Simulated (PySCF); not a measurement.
## V: excitation energy

V [Ar] 3d3 4s2 (4F) → V [Ar] 3d2 4s2 5s1 (4F), as a difference of total energies. All numbers are calculated (PySCF 2.14, no relativity, point nucleus, in aug-cc-pwCVTZ). Correlated levels: valence: [Ar] frozen; valence and next inner shell: [Ne] frozen; nothing frozen. The calculations carry no spin-orbit coupling.

| method | excitation energy (eV) |
| --- | --- |
| UHF | 8.141 |
| LDA | 9.541 |
| PBE | 9.301 |
| PBE0 | 9.162 |
| r2SCAN | 9.615 |
| BLYP | 9.234 |
| M06-2X | 8.714 |
| PW91 | 9.361 |
| MP2 (valence) | 8.461 |
| SCS-MP2 (valence) | 8.155 |
| MP2 (valence and next inner shell) | 8.819 |
| SCS-MP2 (valence and next inner shell) | 8.540 |
| MP2 (all electrons) | 8.842 |
| SCS-MP2 (all electrons) | 8.555 |

**Question.** How much does correlation contribute at MP2 (all electrons)?

**Answer.** 8.842 − (8.141) = 0.701 eV, measured against UHF.

A first-order spin-orbit estimate (lowest level to lowest level, LS coupling) adds -0.008 eV.

The upper state lies above the first ionisation limit, where it may autoionise and the basis confines it. A Rydberg-like electron needs more diffuse functions than a valence basis has.

The promoted electron is Rydberg-like, and one or two diffuse shells describe it only roughly, which tends to raise the upper state.
